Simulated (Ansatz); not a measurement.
Input for Ansatz (a first-principles code): R-wB97M-V/def2-TZVPP on BH4NO2 (SMILES NB(O)O), a point of a torsion scan.

Ansatz 0.2 input:
```yaml
crystal:
  periodic: [false, false, false]
  atoms:
    - {symbol: N, position_ang: [1.13657779, -0.13508423, 0.18593565]}
    - {symbol: B, position_ang: [-0.23000396, 0.13504391, 0.04774866]}
    - {symbol: O, position_ang: [-1.11903665, -0.92351579, -0.02467927]}
    - {symbol: O, position_ang: [-0.63258699, 1.44263610, 0.10666028]}
    - {symbol: H, position_ang: [1.80639242, 0.58147241, 0.39302481]}
    - {symbol: H, position_ang: [1.49761442, -1.06894676, 0.23093586]}
    - {symbol: H, position_ang: [-1.70658702, -0.92887984, -0.77562401]}
    - {symbol: H, position_ang: [-1.58010214, 1.56715662, 0.07978211]}
basis:
  gaussian:
    orbitals: def2-TZVPP
hamiltonian:
  xc: {name: wB97M-V}
scf: {lower_state_search: off}
```

Program output:

```
WARN ansatz: RAYON_NUM_THREADS=2 ignored (pool sized by the plan → 2); use --threads N
Functional definition: wB97M-V
these checks for a lower state are left out or cut short: stability, starts, cluster_reference, orbital_swaps, neighbouring_geometries, increment
integrals: 0.10 GiB planned
862 factors; their error is unknown
integrals: 0.13 GiB planned
214 factors; integrals over basis functions are off by at most 8.3e-6 eV
mean field: 0.91 GiB planned
mean field evaluation 1: about -6321.6946 eV, gradient 7.2e1 eV
mean field evaluation 2: about -6322.7195 eV, gradient 7.0e1 eV
mean field evaluation 4: about -6330.2595 eV, gradient 2.0e0 eV
mean field evaluation 8: about -6330.2760 eV, gradient 3.3e-2 eV
mean field evaluation 16: about -6330.2760 eV, gradient 6.1e-6 eV
mean field -6330.27602448 eV, -232.6333530845 hartree, gradient 6.1e-6 eV, S^2 0.000000; 0 other end points of the search recorded, 0 dependent functions left out
reference -6330.27606846 eV, -232.6333547008 hartree; 16, 16 occupied and 164, 164 virtual orbitals, 862 factors
Total energy: -6330.27606846 eV, -232.6333547008 hartree
Checks for a lower state left out: stability, starts, cluster_reference, orbital_swaps, neighbouring_geometries, increment
```

The calculation finished and met its thresholds.

Cost: around 7 core-seconds (rough).
